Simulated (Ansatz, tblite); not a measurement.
Removing and adding an electron: the cluster Rb2Cl2 (the lowest singlet isomer of a short search). The state is a singlet with charge 0. Geometry: B3LYP-D4/def2-TZVP. Ansatz, gas phase; energy differences of separate SCF runs; the oxidised species was run as a doublet alone; the reduced species was run as a doublet alone.

```xyz
4

Rb   -1.179    0.201   -1.789
Rb    1.179   -0.202    1.789
Cl    1.607   -0.911   -1.161
Cl   -1.606    0.912    1.161
```

In the def2 sets Rb takes a core potential; there is no spin–orbit coupling. The xTB rows come from tblite. Correlated methods freeze 10 core orbitals; core or outer-core shells of Rb are correlated, in sets that lack core-valence functions. HOMO above LUMO, or a gap near zero within one spin, warns that the state may not be the lowest or that an electron is smeared out. The structure comes from a short search, and lower isomers may exist.

(1) Estimate orbital energies and vertical ionisation energies and electron affinities at: GFN1-xTB; GFN2-xTB; HF/def2-TZVPP; PBE-D4/def2-TZVP; PBE-D4/def2-TZVPD; r2SCAN-D4/def2-TZVP; r2SCAN-D4/def2-TZVPD; PBE0-D4/def2-TZVP; PBE0-D4/def2-TZVPD; MP2/def2-TZVPP; CCSD/def2-TZVPP; CCSD(T)/def2-TZVPP.

## Answers

(1) 
```json
{"level": "GFN1-xTB", "−HOMO (eV)": "11.58", "vertical IE (eV)": "13.27", "−LUMO (eV)": "9.42", "vertical EA (eV)": "7.57", "HOMO–LUMO gap (eV)": "2.16", "IE − EA (eV)": "5.69", "remarks": "–"}
{"level": "GFN2-xTB", "−HOMO (eV)": "10.04", "vertical IE (eV)": "12.63", "−LUMO (eV)": "8.24", "vertical EA (eV)": "4.95", "HOMO–LUMO gap (eV)": "1.80", "IE − EA (eV)": "7.68", "remarks": "–"}
{"level": "HF/def2-TZVPP", "−HOMO (eV)": "–", "vertical IE (eV)": "7.91", "−LUMO (eV)": "–", "vertical EA (eV)": "–", "HOMO–LUMO gap (eV)": "–", "IE − EA (eV)": "–", "remarks": "–"}
{"level": "PBE-D4/def2-TZVP", "−HOMO (eV)": "5.20", "vertical IE (eV)": "8.01", "−LUMO (eV)": "1.28", "vertical EA (eV)": "–", "HOMO–LUMO gap (eV)": "3.93", "IE − EA (eV)": "–", "remarks": "gap within one spin near zero (+1 doublet)"}
{"level": "PBE-D4/def2-TZVPD", "−HOMO (eV)": "5.24", "vertical IE (eV)": "–", "−LUMO (eV)": "1.26", "vertical EA (eV)": "0.36", "HOMO–LUMO gap (eV)": "3.98", "IE − EA (eV)": "–", "remarks": "HOMO above zero (-1 doublet), gap within one spin near zero (-1 doublet)"}
{"level": "r2SCAN-D4/def2-TZVP", "−HOMO (eV)": "5.48", "vertical IE (eV)": "8.20", "−LUMO (eV)": "0.61", "vertical EA (eV)": "–", "HOMO–LUMO gap (eV)": "4.87", "IE − EA (eV)": "–", "remarks": "gap within one spin near zero (+1 doublet)"}
{"level": "r2SCAN-D4/def2-TZVPD", "−HOMO (eV)": "5.50", "vertical IE (eV)": "–", "−LUMO (eV)": "0.58", "vertical EA (eV)": "0.19", "HOMO–LUMO gap (eV)": "4.92", "IE − EA (eV)": "–", "remarks": "HOMO above zero (-1 doublet), gap within one spin near zero (-1 doublet)"}
{"level": "PBE0-D4/def2-TZVP", "−HOMO (eV)": "6.51", "vertical IE (eV)": "8.44", "−LUMO (eV)": "0.78", "vertical EA (eV)": "–", "HOMO–LUMO gap (eV)": "5.73", "IE − EA (eV)": "–", "remarks": "–"}
{"level": "PBE0-D4/def2-TZVPD", "−HOMO (eV)": "6.53", "vertical IE (eV)": "–", "−LUMO (eV)": "0.76", "vertical EA (eV)": "0.24", "HOMO–LUMO gap (eV)": "5.78", "IE − EA (eV)": "–", "remarks": "HOMO above zero (-1 doublet)"}
{"level": "MP2/def2-TZVPP", "−HOMO (eV)": "–", "vertical IE (eV)": "9.08", "−LUMO (eV)": "–", "vertical EA (eV)": "–", "HOMO–LUMO gap (eV)": "–", "IE − EA (eV)": "–", "remarks": "–"}
{"level": "CCSD/def2-TZVPP", "−HOMO (eV)": "–", "vertical IE (eV)": "8.88", "−LUMO (eV)": "–", "vertical EA (eV)": "–", "HOMO–LUMO gap (eV)": "–", "IE − EA (eV)": "–", "remarks": "–"}
{"level": "CCSD(T)/def2-TZVPP", "−HOMO (eV)": "–", "vertical IE (eV)": "8.94", "−LUMO (eV)": "–", "vertical EA (eV)": "–", "HOMO–LUMO gap (eV)": "–", "IE − EA (eV)": "–", "remarks": "–"}
```

   A HOMO above zero means that the electron is unbound at that level or that self-interaction error raises the level; the energy of removing that electron tells which. Raw xTB energy differences between charge states are shifted by several eV; the methods need an empirical correction for them.
